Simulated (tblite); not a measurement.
A geometry optimisation, step by step.

Compound: C3H8GeNO (doublet state).
Atom-mapped SMILES: `[CH3:1][N:2]([CH3:3])[C:4](=[O:5])[GeH2:6]` (hydrogens: H7, H8, H9 on C1; H10, H11, H12 on C3; H13, H14 on Ge6)
Bond orders are those of one Lewis drawing.

Computed with GFN2-xTB (tblite), gas phase: L-BFGS steps from a force-field or distance-geometry start until the largest atomic force falls under 0.01 eV/Å. 10 of its 86 geometries are shown.

Step 0: E = -526.2666 eV, largest atomic force 5.023 eV/Å
```
atom  x, y, z in Å  |  force x, y, z in eV/Å
C1     -1.776   -0.623    0.451   -0.696  -0.555  -1.233
N2     -0.498   -0.009    0.287    2.344  -1.177  -0.420
C3     -0.364    1.421    0.068   -0.128  -0.424   0.937
C4      0.667   -0.829    0.365   -4.459  -1.963   1.223
O5      0.498   -2.062    0.582    0.736   2.271  -0.699
Ge6     2.395   -0.136    0.182    1.480   1.941  -1.369
H7     -2.431   -0.431   -0.455    0.523   0.103   0.920
H8     -1.629   -1.722    0.458    0.018   0.561   0.268
H9     -2.278   -0.298    1.361   -0.033   0.033  -0.022
H10    -0.226    1.834    1.095   -0.187   0.466  -0.773
H11    -1.258    1.854   -0.434    0.681  -0.400   0.379
H12     0.562    1.578   -0.513   -0.371   0.202   0.082
H13     3.304   -1.053   -0.622    0.144  -0.500   0.607
H14     3.035    0.477    1.432   -0.051  -0.558   0.099
```

Step 9: E = -527.2353 eV, largest atomic force 0.431 eV/Å
```
atom  x, y, z in Å  |  force x, y, z in eV/Å
C1     -1.800   -0.633    0.422    0.117   0.079   0.109
N2     -0.468   -0.047    0.274   -0.365   0.067  -0.122
C3     -0.373    1.387    0.118   -0.071  -0.132  -0.045
C4      0.619   -0.814    0.326   -0.150  -0.125   0.236
O5      0.621   -2.002    0.581    0.277   0.248  -0.218
Ge6     2.446    0.077   -0.051    0.144  -0.146   0.079
H7     -2.441   -0.383   -0.437    0.266  -0.022   0.177
H8     -1.681   -1.718    0.486   -0.016   0.192  -0.020
H9     -2.284   -0.273    1.340    0.124  -0.033  -0.167
H10    -0.258    1.887    1.091   -0.151  -0.058  -0.171
H11    -1.265    1.752   -0.397    0.101   0.024   0.139
H12     0.512    1.617   -0.490   -0.191   0.095   0.071
H13     3.334   -1.138   -0.398    0.050  -0.173   0.016
H14     3.038    0.287    1.393   -0.136  -0.018  -0.085
```

Step 19: E = -527.3060 eV, largest atomic force 0.130 eV/Å
```
atom  x, y, z in Å  |  force x, y, z in eV/Å
C1     -1.773   -0.626    0.433    0.032   0.022   0.043
N2     -0.457   -0.037    0.251   -0.026  -0.001  -0.080
C3     -0.422    1.400    0.117    0.011  -0.080   0.001
C4      0.654   -0.766    0.293    0.035   0.030  -0.053
O5      0.736   -1.957    0.520   -0.099   0.063  -0.057
Ge6     2.521    0.024   -0.094   -0.066   0.003   0.080
H7     -2.405   -0.366   -0.421    0.029  -0.078   0.036
H8     -1.678   -1.708    0.508    0.065   0.058  -0.026
H9     -2.242   -0.244    1.343    0.021  -0.004   0.023
H10    -0.355    1.877    1.101    0.005   0.023  -0.096
H11    -1.328    1.750   -0.383    0.069  -0.070   0.033
H12     0.444    1.685   -0.486   -0.027   0.064   0.102
H13     3.332   -1.285   -0.321   -0.049  -0.025   0.058
H14     2.971    0.253    1.395    0.001  -0.006  -0.062
```

Step 28: E = -527.3258 eV, largest atomic force 0.127 eV/Å
```
atom  x, y, z in Å  |  force x, y, z in eV/Å
C1     -1.741   -0.624    0.445   -0.003  -0.005  -0.002
N2     -0.446   -0.017    0.210    0.029  -0.027   0.034
C3     -0.434    1.421    0.111   -0.001  -0.051   0.016
C4      0.658   -0.753    0.247    0.046   0.052  -0.067
O5      0.714   -1.951    0.443   -0.028   0.012  -0.022
Ge6     2.531   -0.005   -0.094   -0.006   0.018   0.029
H7     -2.403   -0.407   -0.396   -0.039  -0.009   0.014
H8     -1.604   -1.700    0.528   -0.001   0.003   0.027
H9     -2.184   -0.237    1.364   -0.018  -0.018   0.012
H10    -0.405    1.885    1.103   -0.039  -0.013  -0.024
H11    -1.345    1.734   -0.401    0.084   0.092  -0.022
H12     0.439    1.759   -0.453   -0.038  -0.047   0.010
H13     3.271   -1.359   -0.248    0.019  -0.013   0.019
H14     2.948    0.255    1.397   -0.007   0.006  -0.026
```

Step 38: E = -527.3346 eV, largest atomic force 0.098 eV/Å
```
atom  x, y, z in Å  |  force x, y, z in eV/Å
C1     -1.735   -0.632    0.466   -0.008   0.010  -0.031
N2     -0.457   -0.006    0.193    0.084  -0.034   0.037
C3     -0.436    1.430    0.107    0.005  -0.015   0.008
C4      0.651   -0.741    0.193    0.039   0.045  -0.008
O5      0.703   -1.943    0.360   -0.004  -0.051  -0.008
Ge6     2.543   -0.013   -0.100   -0.034  -0.007   0.007
H7     -2.422   -0.443   -0.360   -0.057   0.021  -0.019
H8     -1.572   -1.704    0.560   -0.009  -0.006   0.016
H9     -2.168   -0.248    1.391    0.007   0.027   0.026
H10    -0.453    1.885    1.102   -0.012  -0.001   0.000
H11    -1.307    1.778   -0.449    0.003  -0.023  -0.026
H12     0.468    1.753   -0.412    0.008   0.009   0.026
H13     3.257   -1.389   -0.193    0.017   0.012  -0.008
H14     2.926    0.274    1.398   -0.040   0.012  -0.019
```

Step 47: E = -527.3450 eV, largest atomic force 0.110 eV/Å
```
atom  x, y, z in Å  |  force x, y, z in eV/Å
C1     -1.734   -0.624    0.499    0.021   0.013  -0.010
N2     -0.448   -0.021    0.201    0.080  -0.008   0.040
C3     -0.415    1.416    0.116   -0.019   0.006  -0.053
C4      0.648   -0.771    0.132    0.005   0.061  -0.044
O5      0.696   -1.980    0.239   -0.070  -0.016   0.026
Ge6     2.532   -0.017   -0.126   -0.051   0.022  -0.017
H7     -2.448   -0.437   -0.306    0.052   0.038  -0.044
H8     -1.585   -1.697    0.602   -0.015  -0.008   0.027
H9     -2.138   -0.216    1.426    0.011  -0.012   0.049
H10    -0.544    1.885    1.099   -0.009  -0.097  -0.052
H11    -1.214    1.755   -0.543   -0.057   0.036   0.004
H12     0.538    1.742   -0.305    0.012  -0.027   0.055
H13     3.290   -1.369   -0.153    0.024  -0.013   0.014
H14     2.820    0.333    1.378    0.015   0.004   0.005
```

Step 57: E = -527.3501 eV, largest atomic force 0.030 eV/Å
```
atom  x, y, z in Å  |  force x, y, z in eV/Å
C1     -1.725   -0.617    0.518    0.000  -0.001  -0.006
N2     -0.439   -0.027    0.204    0.028   0.000   0.006
C3     -0.410    1.407    0.113   -0.001   0.006   0.001
C4      0.645   -0.788    0.095    0.000   0.028  -0.011
O5      0.673   -1.999    0.183   -0.001  -0.024   0.015
Ge6     2.524   -0.020   -0.145   -0.009  -0.011  -0.008
H7     -2.435   -0.416   -0.287   -0.022  -0.003   0.000
H8     -1.592   -1.691    0.628   -0.003  -0.017  -0.018
H9     -2.112   -0.202    1.450   -0.010   0.012   0.012
H10    -0.605    1.861    1.089   -0.010  -0.002   0.004
H11    -1.174    1.748   -0.590   -0.001   0.003  -0.003
H12     0.568    1.737   -0.238    0.003   0.004   0.006
H13     3.310   -1.357   -0.123    0.009  -0.005   0.005
H14     2.770    0.364    1.360    0.018   0.010  -0.003
```

Step 66: E = -527.3512 eV, largest atomic force 0.031 eV/Å
```
atom  x, y, z in Å  |  force x, y, z in eV/Å
C1     -1.729   -0.615    0.515    0.007   0.001  -0.012
N2     -0.440   -0.029    0.204    0.028   0.003  -0.007
C3     -0.412    1.405    0.117   -0.002   0.013   0.005
C4      0.642   -0.795    0.103    0.003   0.030  -0.007
O5      0.664   -2.005    0.196    0.011  -0.012   0.010
Ge6     2.525   -0.032   -0.157   -0.013  -0.004  -0.003
H7     -2.442   -0.404   -0.284   -0.009   0.010  -0.007
H8     -1.602   -1.691    0.611   -0.005  -0.013   0.006
H9     -2.111   -0.206    1.452   -0.010  -0.011   0.011
H10    -0.629    1.855    1.090    0.001   0.002   0.006
H11    -1.163    1.748   -0.599    0.015  -0.010  -0.004
H12     0.572    1.742   -0.213   -0.006  -0.017   0.006
H13     3.330   -1.359   -0.114   -0.023  -0.003  -0.001
H14     2.793    0.387    1.336    0.001   0.011  -0.003
```

Step 76: E = -527.3529 eV, largest atomic force 0.021 eV/Å
```
atom  x, y, z in Å  |  force x, y, z in eV/Å
C1     -1.734   -0.617    0.509    0.007   0.005  -0.003
N2     -0.441   -0.034    0.210    0.021   0.003   0.002
C3     -0.409    1.401    0.127   -0.005   0.011   0.000
C4      0.643   -0.798    0.119    0.002   0.011  -0.001
O5      0.668   -2.007    0.226   -0.004  -0.013   0.006
Ge6     2.520   -0.042   -0.183    0.002  -0.006  -0.006
H7     -2.446   -0.373   -0.282   -0.004  -0.007  -0.001
H8     -1.617   -1.697    0.577    0.000  -0.001  -0.007
H9     -2.111   -0.232    1.459   -0.009  -0.006   0.010
H10    -0.670    1.845    1.091    0.001   0.010  -0.001
H11    -1.126    1.746   -0.622    0.002   0.002  -0.001
H12     0.590    1.736   -0.156   -0.006  -0.007   0.004
H13     3.309   -1.375   -0.099    0.001   0.004   0.001
H14     2.824    0.447    1.283   -0.008  -0.004  -0.002
```

Step 85: E = -527.3531 eV, largest atomic force 0.009 eV/Å
```
atom  x, y, z in Å  |  force x, y, z in eV/Å
C1     -1.733   -0.618    0.510    0.001   0.000  -0.002
N2     -0.440   -0.033    0.216    0.008   0.000   0.000
C3     -0.407    1.402    0.129   -0.003   0.005   0.000
C4      0.642   -0.798    0.121   -0.001   0.008  -0.004
O5      0.664   -2.008    0.230    0.001  -0.006   0.002
Ge6     2.518   -0.046   -0.192   -0.003   0.000   0.004
H7     -2.445   -0.369   -0.280   -0.003   0.002   0.001
H8     -1.616   -1.698    0.568   -0.001  -0.004  -0.001
H9     -2.112   -0.242    1.463   -0.002   0.000   0.004
H10    -0.681    1.850    1.088    0.001   0.001   0.003
H11    -1.114    1.747   -0.630    0.001  -0.002  -0.004
H12     0.595    1.735   -0.142   -0.002  -0.002  -0.001
H13     3.310   -1.377   -0.095    0.001  -0.001  -0.001
H14     2.818    0.455    1.270    0.001  -0.001  -0.001
```

Question: Summarise the path.

Answer: The energy falls by 25.06 kcal/mol from step 0 to step 85; nine tenths of that is first reached at step 10. It falls at every step. The largest force goes from 5.023 to 0.009 eV/Å. Among the bonds C4–Ge6 changes most, from 1.871 to 2.045 Å; the atoms move by 0.315 Å rms after alignment.

Question: Follow the three bonds and two angles with the largest change from start to end.

Answer: 
```json
{"step": "0", "E above end (kcal/mol)": "25.06", "largest force (eV/Å)": "5.023", "C4–Ge6 (Å)": "1.871", "N2–C4 (Å)": "1.427", "C4=O5 (Å)": "1.263", "C4–Ge6–H14 (°)": "117.0", "H13–Ge6–H14 (°)": "115.0"}
{"step": "4", "E above end (kcal/mol)": "6.52", "largest force (eV/Å)": "0.700", "C4–Ge6 (Å)": "2.093", "N2–C4 (Å)": "1.334", "C4=O5 (Å)": "1.217", "C4–Ge6–H14 (°)": "107.1", "H13–Ge6–H14 (°)": "106.7"}
{"step": "7", "E above end (kcal/mol)": "4.21", "largest force (eV/Å)": "0.483", "C4–Ge6 (Å)": "2.073", "N2–C4 (Å)": "1.339", "C4=O5 (Å)": "1.211", "C4–Ge6–H14 (°)": "104.2", "H13–Ge6–H14 (°)": "99.8"}
{"step": "11", "E above end (kcal/mol)": "2.15", "largest force (eV/Å)": "0.269", "C4–Ge6 (Å)": "2.079", "N2–C4 (Å)": "1.329", "C4=O5 (Å)": "1.212", "C4–Ge6–H14 (°)": "101.8", "H13–Ge6–H14 (°)": "94.2"}
{"step": "15", "E above end (kcal/mol)": "1.49", "largest force (eV/Å)": "0.178", "C4–Ge6 (Å)": "2.050", "N2–C4 (Å)": "1.330", "C4=O5 (Å)": "1.213", "C4–Ge6–H14 (°)": "99.6", "H13–Ge6–H14 (°)": "94.3"}
{"step": "18", "E above end (kcal/mol)": "1.17", "largest force (eV/Å)": "0.156", "C4–Ge6 (Å)": "2.058", "N2–C4 (Å)": "1.330", "C4=O5 (Å)": "1.215", "C4–Ge6–H14 (°)": "98.2", "H13–Ge6–H14 (°)": "95.8"}
{"step": "22", "E above end (kcal/mol)": "0.91", "largest force (eV/Å)": "0.119", "C4–Ge6 (Å)": "2.058", "N2–C4 (Å)": "1.330", "C4=O5 (Å)": "1.214", "C4–Ge6–H14 (°)": "97.9", "H13–Ge6–H14 (°)": "97.3"}
{"step": "26", "E above end (kcal/mol)": "0.69", "largest force (eV/Å)": "0.136", "C4–Ge6 (Å)": "2.041", "N2–C4 (Å)": "1.327", "C4=O5 (Å)": "1.216", "C4–Ge6–H14 (°)": "98.4", "H13–Ge6–H14 (°)": "96.9"}
{"step": "30", "E above end (kcal/mol)": "0.58", "largest force (eV/Å)": "0.126", "C4–Ge6 (Å)": "2.043", "N2–C4 (Å)": "1.328", "C4=O5 (Å)": "1.215", "C4–Ge6–H14 (°)": "98.5", "H13–Ge6–H14 (°)": "96.2"}
{"step": "33", "E above end (kcal/mol)": "0.52", "largest force (eV/Å)": "0.099", "C4–Ge6 (Å)": "2.037", "N2–C4 (Å)": "1.328", "C4=O5 (Å)": "1.216", "C4–Ge6–H14 (°)": "98.9", "H13–Ge6–H14 (°)": "96.1"}
{"step": "37", "E above end (kcal/mol)": "0.44", "largest force (eV/Å)": "0.070", "C4–Ge6 (Å)": "2.048", "N2–C4 (Å)": "1.329", "C4=O5 (Å)": "1.215", "C4–Ge6–H14 (°)": "98.9", "H13–Ge6–H14 (°)": "96.0"}
{"step": "41", "E above end (kcal/mol)": "0.38", "largest force (eV/Å)": "0.064", "C4–Ge6 (Å)": "2.045", "N2–C4 (Å)": "1.329", "C4=O5 (Å)": "1.216", "C4–Ge6–H14 (°)": "98.7", "H13–Ge6–H14 (°)": "96.5"}
{"step": "44", "E above end (kcal/mol)": "0.30", "largest force (eV/Å)": "0.158", "C4–Ge6 (Å)": "2.043", "N2–C4 (Å)": "1.329", "C4=O5 (Å)": "1.217", "C4–Ge6–H14 (°)": "98.1", "H13–Ge6–H14 (°)": "96.7"}
{"step": "48", "E above end (kcal/mol)": "0.15", "largest force (eV/Å)": "0.125", "C4–Ge6 (Å)": "2.045", "N2–C4 (Å)": "1.330", "C4=O5 (Å)": "1.214", "C4–Ge6–H14 (°)": "97.4", "H13–Ge6–H14 (°)": "97.0"}
{"step": "52", "E above end (kcal/mol)": "0.08", "largest force (eV/Å)": "0.047", "C4–Ge6 (Å)": "2.041", "N2–C4 (Å)": "1.328", "C4=O5 (Å)": "1.215", "C4–Ge6–H14 (°)": "97.1", "H13–Ge6–H14 (°)": "96.8"}
{"step": "55", "E above end (kcal/mol)": "0.07", "largest force (eV/Å)": "0.022", "C4–Ge6 (Å)": "2.043", "N2–C4 (Å)": "1.328", "C4=O5 (Å)": "1.215", "C4–Ge6–H14 (°)": "97.0", "H13–Ge6–H14 (°)": "96.7"}
{"step": "59", "E above end (kcal/mol)": "0.06", "largest force (eV/Å)": "0.036", "C4–Ge6 (Å)": "2.044", "N2–C4 (Å)": "1.329", "C4=O5 (Å)": "1.214", "C4–Ge6–H14 (°)": "97.2", "H13–Ge6–H14 (°)": "96.7"}
{"step": "63", "E above end (kcal/mol)": "0.05", "largest force (eV/Å)": "0.028", "C4–Ge6 (Å)": "2.046", "N2–C4 (Å)": "1.329", "C4=O5 (Å)": "1.215", "C4–Ge6–H14 (°)": "97.7", "H13–Ge6–H14 (°)": "96.4"}
{"step": "67", "E above end (kcal/mol)": "0.04", "largest force (eV/Å)": "0.044", "C4–Ge6 (Å)": "2.049", "N2–C4 (Å)": "1.330", "C4=O5 (Å)": "1.214", "C4–Ge6–H14 (°)": "97.8", "H13–Ge6–H14 (°)": "96.5"}
{"step": "70", "E above end (kcal/mol)": "0.02", "largest force (eV/Å)": "0.062", "C4–Ge6 (Å)": "2.050", "N2–C4 (Å)": "1.330", "C4=O5 (Å)": "1.215", "C4–Ge6–H14 (°)": "98.4", "H13–Ge6–H14 (°)": "96.8"}
{"step": "74", "E above end (kcal/mol)": "0.01", "largest force (eV/Å)": "0.020", "C4–Ge6 (Å)": "2.046", "N2–C4 (Å)": "1.329", "C4=O5 (Å)": "1.215", "C4–Ge6–H14 (°)": "98.8", "H13–Ge6–H14 (°)": "96.7"}
{"step": "78", "E above end (kcal/mol)": "0.00", "largest force (eV/Å)": "0.018", "C4–Ge6 (Å)": "2.046", "N2–C4 (Å)": "1.329", "C4=O5 (Å)": "1.215", "C4–Ge6–H14 (°)": "98.9", "H13–Ge6–H14 (°)": "96.8"}
{"step": "81", "E above end (kcal/mol)": "0.00", "largest force (eV/Å)": "0.011", "C4–Ge6 (Å)": "2.045", "N2–C4 (Å)": "1.329", "C4=O5 (Å)": "1.215", "C4–Ge6–H14 (°)": "98.7", "H13–Ge6–H14 (°)": "96.7"}
{"step": "85", "E above end (kcal/mol)": "0.00", "largest force (eV/Å)": "0.009", "C4–Ge6 (Å)": "2.045", "N2–C4 (Å)": "1.329", "C4=O5 (Å)": "1.215", "C4–Ge6–H14 (°)": "98.6", "H13–Ge6–H14 (°)": "96.7"}
```

What follows is the cost of the whole relaxation. On an Arm Neoverse V2 with one thread, no GPU, shared host with 96 logical CPUs at a one-minute load of 70, this took 0.37 s.
